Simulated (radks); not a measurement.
The numbers below are computed, except where a source is named.
Task: The mean radii <r> (bohr) of the occupied orbitals of an atom or ion are listed with their occupations. Level of theory: Dirac Kohn-Sham, PBE, spin-unpolarised, spherical densities, point nucleus (a radial shooting solver on a logarithmic mesh with Libxc functionals).

orbital  occ.      <r>
1s1/2       2  0.01803
2s1/2       2  0.07556
2p1/2       2  0.06246
2p3/2       4  0.07053
3s1/2       2   0.1953
3p1/2       2   0.1853
3p3/2       4   0.1997
3d3/2       4   0.1743
3d5/2       6   0.1787
4s1/2       2   0.4034
4p1/2       2   0.4013
4p3/2       4   0.4236
4d3/2       4   0.4146

Name the element and its charge. Open shells, if any, fill j = l - 1/2 first.

Result: Z = 75, rhenium, charge +35: Re35+ in [Kr] 4d4. The 1s radius gives Z: for a bare nucleus <r> = (2 gamma + 1)/(2Z) with gamma = sqrt(1 - (Z/c)^2), 0.01783 bohr for Z = 75, and screening makes it slightly larger (0.01803 here). The occupations add up to 40, and the charge is Z minus that.
